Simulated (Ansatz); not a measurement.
All numbers were calculated with Ansatz.

A structure relaxed at PBE0-D4/def2-TZVP, charge 0, multiplicity 1:

Cartesian coordinates in Å:
```
Ge 1.490 0.889 -0.161
S -0.687 1.093 -0.616
Si -1.299 -0.789 0.141
I -3.711 -0.949 -0.131
H 2.120 2.197 -0.649
H 1.684 0.709 1.352
H 2.064 -0.320 -0.914
H -0.676 -1.908 -0.606
H -0.986 -0.922 1.585
```

Problem. Give its formula and SMILES.

Solution. GeH5ISSi, `[GeH3][S][SiH2]I`.

Problem. Point group (tolerance 0.08 Å, 0.16 Å for H)?

Solution. Cs.

Problem. Summarise the bond lengths by kind.

Solution. 1 × Ge–S 2.234 Å; 3 × Ge–H 1.531 to 1.536 Å; 1 × S–Si 2.120 Å; 1 × I–Si 2.433 Å; 2 × H–Si 1.483 Å.
